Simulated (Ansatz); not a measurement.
The inner images of a band of ClFHSSi (5 atoms, charge 0, multiplicity 2) are given out of order.

Theory: UKS PBE-D4/def2-SVP (Ansatz).

Initial state:

```xyz
5
Properties=species:S:1:pos:R:3
F 1.584 0.719 -0.390
Si 0.266 -0.229 -0.641
S -1.259 0.166 0.839
Cl 0.813 -2.212 -0.339
H -1.353 1.482 0.489
```

Final state:

```xyz
5
Properties=species:S:1:pos:R:3
F 1.389 0.731 -0.850
Si 0.639 -0.254 0.229
S -1.475 0.183 0.333
Cl 0.756 -2.207 -0.472
H -1.259 1.474 0.718
```

**Question.** Put them in order from the first end to the last, with their energies above the first end.
A.
```xyz
5
Properties=species:S:1:pos:R:3
F 1.391 0.787 -0.319
Si 0.238 -0.300 -0.757
S -1.575 0.314 0.264
Cl 0.889 -2.181 -0.133
H -0.893 1.307 0.904
```
B.
```xyz
5
Properties=species:S:1:pos:R:3
F 1.487 0.651 -0.956
Si 0.617 -0.182 0.159
S -1.481 0.334 0.091
Cl 0.760 -2.188 -0.365
H -1.334 1.312 1.030
```
C.
```xyz
5
Properties=species:S:1:pos:R:3
F 1.642 0.683 -0.892
Si 0.391 -0.209 -0.325
S -1.480 0.628 0.006
Cl 0.884 -2.193 -0.160
H -1.386 1.017 1.331
```
D.
```xyz
5
Properties=species:S:1:pos:R:3
F 1.637 0.701 -0.669
Si 0.307 -0.253 -0.717
S -1.502 0.641 0.028
Cl 0.864 -2.132 -0.017
H -1.255 0.969 1.334
```
E.
```xyz
5
Properties=species:S:1:pos:R:3
F 1.537 0.609 -1.040
Si 0.577 -0.128 0.063
S -1.461 0.596 -0.058
Cl 0.784 -2.175 -0.244
H -1.387 1.024 1.237
```
F.
```xyz
5
Properties=species:S:1:pos:R:3
F 1.433 0.780 -0.347
Si 0.234 -0.287 -0.699
S -1.445 0.171 0.593
Cl 0.889 -2.214 -0.254
H -1.061 1.477 0.665
```
G.
```xyz
5
Properties=species:S:1:pos:R:3
F 1.484 0.761 -0.422
Si 0.265 -0.271 -0.797
S -1.569 0.514 0.040
Cl 0.819 -2.117 -0.001
H -0.949 1.039 1.139
```

**Answer.** F (+0.02 eV), A (+0.05 eV), G (+0.07 eV), D (+0.21 eV), C (+1.22 eV), E (+0.08 eV), B (+0.03 eV).

Run time: 5.8 min on 1 thread of Arm Neoverse V1, on a shared host, peak memory 0.15 GiB.
